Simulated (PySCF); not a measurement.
Some computed properties have been withheld. Give your best values.

CH4B2F2O2.
InChI=1S/CH4B2F2O2/c4-2(5)1-3(6)7/h6-7H,1H2

Conformer (atom-mapped SMILES and torsion angles): `[OH:1][B:2]([OH:3])[CH2:4][B:5]([F:6])[F:7]`: O1–B2–C4–B5 94°, B2–C4–B5–F6 92°, H–O1–B2–O3 1°, H–O3–B2–O1 0°.

```json
{"property": "rotational constants A, B, C", "level": "PBE0-D3(BJ)/def2-SVP", "value": "4.061, 1.675, 1.353 GHz"}
{"property": "dipole moment", "level": "CAM-B3LYP/def2-SVPD", "value": "3.54 D"}
{"property": "HOMO energy", "level": "CAM-B3LYP/def2-SVPD", "value": "?"}
{"property": "LUMO energy", "level": "CAM-B3LYP/def2-SVPD", "value": "?"}
{"property": "lowest singlet excitation", "level": "TDDFT CAM-B3LYP/def2-SVPD", "value": "7.86 eV (158 nm, f = 0.000)"}
{"property": "strongest line among the 10 lowest singlet transitions", "level": "TDDFT CAM-B3LYP/def2-SVPD", "value": "S4 at 8.60 eV (144 nm, f = 0.133)"}
{"property": "lowest triplet excitation (Tamm–Dancoff)", "level": "TDA CAM-B3LYP/def2-SVPD", "value": "?"}
{"property": "static isotropic polarisability", "level": "CAM-B3LYP/def2-SVPD", "value": "47.1 au"}
{"property": "vertical ionisation energy", "level": "ΔSCF CAM-B3LYP/def2-SVPD", "value": "?"}
{"property": "electronic spatial extent ⟨r²⟩ about the centre of nuclear charge", "level": "CAM-B3LYP/def2-SVPD", "value": "821 bohr²"}
{"property": "13C chemical shifts (computed TMS as zero) by class", "level": "GIAO KT3/pcSseg-2", "value": "1.5 (1 C) ppm"}
{"property": "1H chemical shifts (computed TMS as zero) by class", "level": "GIAO KT3/pcSseg-2", "value": "?"}
{"property": "isotropic shieldings of nuclei other than C and H, by class", "level": "GIAO KT3/pcSseg-2", "value": "?"}
{"property": "largest of the computed one-bond spin–spin couplings (means over like bonds)", "level": "B3LYP/pcJ-1, spin–dipole term left out for some pairs", "value": "?"}
{"property": "core binding energies", "level": "ΔSCF SCAN, pcX-2 on the ionised atom, pcseg-1 elsewhere, spin-free X2C", "value": "B1s 197.8, B1s 199.2, C1s 290.2, O1s 539.6 (×2), F1s 693.2 (×2) eV"}
```

Electronic properties: PySCF, gas phase, density fitting. One conformer (not necessarily the lowest) at the PBE0-D3(BJ)/def2-SVP geometry, without solvent, vibrations or thermal averaging.

Problem. What is the vertical ionisation energy?

Solution. 12.16 eV.

Problem. Give the LUMO energy.

Solution. 0.03 eV.

Problem. What are the isotropic shieldings of nuclei other than C and H, by class?

Solution. 72 (1 B), 73 (1 B), 204 (2 O), 243 (2 F) ppm.

Problem. What are the 1H chemical shifts (computed TMS as zero) by class?

Solution. 2.65 (2 H), 0.77 (2 H) ppm.

Problem. What is the lowest triplet excitation (Tamm–Dancoff)?

Solution. 7.44 eV.

Problem. What are the largest of the computed one-bond spin–spin couplings (means over like bonds)?

Solution. 19F–11B -138.4 (×2), 13C–1H +129.4 (×2), 17O–1H -81.0 (×2), 13C–11B +74.3, 13C–11B +62.9, 17O–11B -3.2 (×2) Hz.

Problem. The HOMO energy?

Solution. -11.15 eV.

The principal polarisabilities are 41.5, 47.2 and 52.5 au; their mean is the isotropic value. With B = h/(8π²I), that is 505.379 GHz u Å² over I, the principal moments of inertia are 124.4, 301.7 and 373.4 u Å² (most abundant isotopes); the inertial defect Ic − Ia − Ib is -52.7 u Å² (zero for a rigid planar frame, negative otherwise). The dipole matches unit charges of opposite sign 0.74 Å apart (1 e·Å = 4.8032 D). The polarisability is 6.98 Å³ as a volume (1 au = 0.148185 Å³), or 0.87 au for each of the 54 electrons.

For the spin–spin coupling job (B3LYP/pcJ-1), the run took 33 s on one thread, Arm Neoverse V1 (aarch64) (shared host), and the process peaked at 1.0 GiB of memory.
